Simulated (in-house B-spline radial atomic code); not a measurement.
A calculation on Al: its settings, and results tabulated from the run. Method: scalar-relativistic (X2C) HSE06, spin-polarised, spherical fractional occupations, exact exchange averaged over the configuration, Fermi nucleus of rms radius 3.061 fm. Calculated with a radial B-spline atomic code at the basis-set limit.

Command:
```bash
python run_scf.py task.json out
```
Settings (nuclear radius in fm, mass in u):
```
Z                13
configuration    [Ne] 3s2 3p1
hamiltonian      x2c
method           hse06
spin_polarised   True
nucleus          fermi
rms_radius       3.061
atomic_mass      26.98154
speed_of_light   137.035999084
exact_exchange   averaged over the configuration
```

Output (hartree, bohr):
```
 radial grid: 79 intervals, B-splines of order 8, outer radius 50 bohr

 iter        energy (Eh)    residual
    1        -242.234677    1.99e-01
    2        -242.589523    6.46e-02
    3        -242.702906    1.25e-02
    4        -242.709161    3.58e-03
    5        -242.709475    1.59e-03
    6        -242.709571    1.68e-04
    7        -242.709572    3.33e-05
    8        -242.709572    2.95e-06
    9        -242.709572    3.89e-07
   10        -242.709572    1.56e-08

 total energy                      -242.70957
 kinetic                             243.2122
 electron-nucleus                   -580.5272
 Hartree                             113.0885
 exact exchange                       -4.3070
 exchange-correlation                -14.1760

 orbital      occ     eigenvalue          <r>       <r^2>       <1/r>       r_max
 1s up      1.000       -56.2796     0.119966   0.0194012     12.6825     0.07819
 1s down    1.000       -56.2777     0.119962   0.0193998     12.6828     0.07819
 2s up      1.000        -4.2034     0.623829    0.466261     2.34931      0.4958
 2s down    1.000        -4.2010     0.623799    0.466139     2.34906      0.4959
 2p up      3.000        -2.7145     0.602565    0.461038     2.20902      0.4295
 2p down    3.000        -2.7107     0.602612    0.460952     2.20851      0.4297
 3s up      1.000        -0.3195      2.55543     7.60653    0.522131       2.101
 3s down    1.000        -0.2856      2.54081     7.54115    0.527789       2.067
 3p up      1.000        -0.1263      3.37769     13.6143    0.391377       2.642

 Slater integrals (Eh)
   F0(3s up,3s up)               0.353909
   F0(3s up,3s down)             0.355002
   F0(3s up,3p up)               0.302993
   G1(3s up,3p up)               0.189821
   F0(3s down,3s down)           0.356115
   F0(3s down,3p up)             0.303597
   F0(3p up,3p up)               0.269064
   F2(3p up,3p up)               0.134462
```

Cost of the run: 1.3 s on 1 thread of Intel(R) Xeon(R) Platinum 8488C, on a shared host.
